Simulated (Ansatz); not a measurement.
Molecule: C4H10O (charge 0, singlet). 
Structure (B3LYP-D3(BJ)/def2-TZVP (Ansatz, a quantum-chemistry and plane-wave program) minimum search):
```
C
H 1 1.0955
C 1 1.5216 2 106.78
H 3 1.0973 1 109.57 2 64.43
H 3 1.0990 4 107.84 1 -118.94
O 3 1.4260 4 110.43 5 -120.99
H 6 0.9619 3 108.86 4 62.17
C 1 1.5278 2 108.43 3 -120.12
H 8 1.0892 1 111.04 2 61.09
H 8 1.0918 9 108.45 1 122.04
H 8 1.0942 9 108.08 10 116.55
C 1 1.5283 2 108.57 3 118.60
H 12 1.0912 1 110.78 2 61.87
H 12 1.0922 13 107.86 1 122.50
H 12 1.0937 13 107.52 14 116.12
```
Charge 0, spin multiplicity 1.

Property: atomisation energy (electronic, to ground-state atoms), in kcal/mol. Correlated levels leave the core frozen unless marked. UHF or UKS for open shells. No spin-orbit coupling. Non-relativistic. The coupled-cluster limit lacks core correlation, which all-electron functionals hold. CBS(X,Y): correlation extrapolated as X^-3; Hartree-Fock from the larger set.

| level | program | atomisation energy (kcal/mol) |
|---|---|---|
| PBE-D3(BJ)/def2-TZVPD | Ansatz + dftd3 | 1423.2 |
| r2SCANh/def2-TZVPD | Ansatz | 1391.4 |

Q: What does CCSD(T)/CBS(cc-pVTZ,cc-pVQZ) (Ansatz) give?

A: 1399.1 kcal/mol, so r2SCANh/def2-TZVPD differs from it by -7.7 kcal/mol.
